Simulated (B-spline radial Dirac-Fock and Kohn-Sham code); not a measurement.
# Muonic X-ray lines of ⁴¹Ca

Nucleus: ⁴¹Ca, Fermi distribution (skin thickness 2.3 fm), rms radius 3.478 fm (measured, Angeli and Marinova 2013).

Level of theory: the Dirac equation of a negative muon with reduced mass in the field of a spherical finite nucleus, with the Uehling potential to all orders; nuclear polarisation, deformation, hyperfine structure, self-energy, higher-order vacuum polarisation, relativistic recoil and electron screening are left out; a radial B-spline solver.

```csv
transition,energy (keV),"point nucleus, no QED (keV)"
2p3/2 → 1s1/2,784.2,847.3
2p1/2 → 1s1/2,782.7,845.8
3p3/2 → 1s1/2,940.9,1003
3d5/2 → 2p3/2,156.8,156.2
3d3/2 → 2p1/2,158.2,157.5
4f7/2 → 3d5/2,54.74,54.60
4f5/2 → 3d3/2,54.85,54.72
5g9/2 → 4f7/2,25.30,25.26
6h11/2 → 5g9/2,13.73,13.72
```

The 2p fine-structure splitting is 1.482 keV, and 2s lies 8.730 keV above 2p1/2.

Values without a named source are computed, but for edge energies of neutral atoms, which are taken from tables.
